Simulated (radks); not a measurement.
The numbers below are computed, except where a source is named.
Question: These are the eigenvalues of the occupied orbitals of an atom or ion with whole-number occupations (eV). Level of theory: Dirac Kohn-Sham, PBE, spin-unpolarised, spherical densities, point nucleus (a radial shooting solver on a logarithmic mesh with Libxc functionals).

| orbital | eigenvalue |
|---|---|
| 1s1/2 | -35749.88 |
| 2s1/2 | -7708.388 |
| 2p1/2 | -7434.296 |
| 2p3/2 | -7123.402 |
| 3s1/2 | -3149.954 |

Which element is it, and in what charge state? The configuration may be excited. Open shells, if any, fill j = l - 1/2 first.

Answer: Z = 53, iodine, charge +42: I42+ in [Ne] 3s1. The list shows which subshells hold electrons but not how many an open one holds; the 1s level, -1313.8 hartree, gives Z - s = 51.3 by -(Z - s)^2/2, which with screening and relativity narrows Z to a few neighbours, and the depths of the outer levels then fix element, charge and occupations together.
